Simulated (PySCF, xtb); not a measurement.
# C2H7AlO: where a starting geometry ends

The starting geometry of this gas-phase singlet was built from a drawn formula by distance geometry and a force field; its bonds are those of `[CH3][AlH][CH2]O`.

```xyz
11

C    -1.6996    1.3541   -2.5616
C     1.0284    0.1212   -0.8898
Al   -0.6923    1.0607   -0.8498
O     0.9020   -1.1853   -1.3892
H    -1.8457    2.4476   -2.7186
H    -2.6775    0.8873   -2.5242
H    -1.0874    0.9412   -3.4246
H    -1.2995    1.5505    0.5055
H     1.4654    0.0552    0.1923
H     1.7936    0.6656   -1.5051
H     0.8110   -1.0944   -2.3695
```

Task: Predict what it relaxes into with r2SCAN-D4/def2-SVP.

Result: It rearranges to `[CH3][AlH-]1[CH2][OH+]1`. Contacts that close: Al3–O4 (2.81 → 1.98 Å).

The energy falls by 0.59 eV over 29 steps:

| step | E − E(last) (eV) |
| --- | --- |
| 1 | 0.589 |
| 4 | 0.353 |
| 7 | 0.640 |
| 10 | 0.206 |
| 13 | 0.040 |
| 17 | 0.003 |
| 20 | 0.001 |
| 23 | 0.001 |
| 26 | 0.000 |
| 29 | 0.000 |

Final geometry (Å):

```xyz
11

C    -1.6844    1.5642   -2.6847
C     1.1139    0.7958   -1.0029
Al   -0.8146    1.1560   -0.9753
O     0.2838   -0.4815   -1.1306
H    -1.9864    2.6256   -2.7382
H    -2.6088    0.9781   -2.8308
H    -1.0345    1.3790   -3.5578
H    -1.5860    1.1730    0.4139
H     1.7734    0.6612   -0.1351
H     1.7083    0.9268   -1.9192
H     0.4657   -0.9376   -1.9641
```

From the same start GFN2-xTB reaches the same bonding as this run.

No frequencies were run, so the end isn't proven a minimum. Run with PySCF 2.14.0, 3.6 min on 2 threads of AMD EPYC 7B13 (Zen 3) (shared host).
